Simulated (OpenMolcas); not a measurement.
**Ionisation energies of hafnium**

```json
{
 "Program": "OpenMolcas 26.06",
 "Basis": "ANO-RCC-VTZP [8s7p5d3f2g1h]",
 "Scalar Hamiltonian": "DKH2, point nucleus",
 "Spin-orbit coupling": "state interaction with AMFI integrals over the reference wave functions, term energies averaged over their components"
}
```

Active shells in each charge state: the valence d shell, with orbitals averaged over the low states. Where CASPT2's correlated closed shells are named, they are those of the first ion.

A. CASSCF
B. SS-CASPT2, IPEA 0.25 Eh, imaginary shift 0.1 Eh (closed shells correlated: 5s 5p)
C. SS-CASPT2, IPEA 0 Eh, imaginary shift 0.1 Eh (closed shells correlated: 5s 5p)
D. SS-CASPT2, IPEA 0.25 Eh, imaginary shift 0.1 Eh (closed shells correlated: none)
E. SS-CASPT2, IPEA 0.25 Eh, imaginary shift 0.1 Eh (closed shells correlated: 4f 5s 5p)

Energies in eV between the lowest computed levels, named as in B; reference values from the NIST Atomic Spectra Database with their kind.

| From | To | A | B | C | D | E | Spin-orbit share in B | Reference |
| --- | --- | --- | --- | --- | --- | --- | --- | --- |
| Hf2+ 5d2 3F2 | Hf3+ 5d 2D 3/2 | 21.527 | 22.172 | 22.210 | 21.664 | 22.568 | +0.140 | 22.550 (theoretical) |
| Hf3+ 5d 2D 3/2 | Hf4+ 5p6 1S0 | 32.344 | 32.924 | 32.976 | 32.344 | 33.392 | +0.365 | 33.370 (semi-empirical) |

The lowest level within the active space need not be the ion's true ground level.
